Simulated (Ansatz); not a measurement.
Geometry optimisation, RKS PBE/def2-SVP in Ansatz 0.2.0.

Input file:

```yaml
crystal:
  periodic: [false, false, false]
  atoms:
    - { symbol: W, position_ang: [0.0, 0.0, 0.0] }
    - { symbol: H, position_ang: [0.0, 0.0, 1.72] }
    - { symbol: H, position_ang: [1.72, 0.0, 0.0] }
    - { symbol: O, position_ang: [0.0, 1.94, 0.0] }
    - { symbol: H, position_ang: [-0.6343, 2.2771, -0.71] }
    - { symbol: F, position_ang: [-1.85, 0.0, 0.0] }
    - { symbol: H, position_ang: [0.0, -1.72, 0.0] }
    - { symbol: F, position_ang: [0.0, 0.0, -1.85] }
basis:
  gaussian: { orbitals: def2-SVP }
hamiltonian:
  xc: pbe
relax:
  f_tol: 0.02
  max_steps: 40
```

Launched with:

```bash
$ ansatz run input.yaml --threads 1 --pin off --max-ram 2048MiB --backend cpu --events-out ev --progress --plain --runs-dir out
```

Where does it end, and by what steps?

The forces met the threshold. After 8 steps the energy has fallen by 2.753 eV; F8 moved furthest, 0.53 Å.

| step | energy less start (eV) | largest force component (eV/Å) | accepted |
| --- | --- | --- | --- |
| 0 | 0.0000 | 2.868 | yes |
| 1 | -0.8849 | 1.255 | yes |
| 2 | -1.5898 | 2.588 | yes |
| 3 | -2.2934 | 1.905 | yes |
| 4 | -2.7121 | 0.725 | yes |
| 5 | -2.7486 | 0.295 | yes |
| 6 | -2.7524 | 0.116 | yes |
| 7 | -2.7532 | 0.040 | yes |
| 8 | -2.7534 | 0.008 | yes |

```xyz
8
Properties=species:S:1:pos:R:3
W -0.325 0.161 -0.332
H 0.066 -0.030 1.298
H 1.302 -0.027 0.073
O 0.156 1.966 0.113
H -0.396 2.584 -0.422
F -2.038 -0.393 0.256
H 0.224 -1.331 0.211
F 0.247 -0.432 -2.037
```

Whether the end is a true minimum wasn't checked by a vibrational analysis.

Time of the run: 25 s on 1 thread of Intel(R) Xeon(R) Platinum 8488C (Sapphire Rapids), with other jobs on the host, peak memory 0.15 GiB.
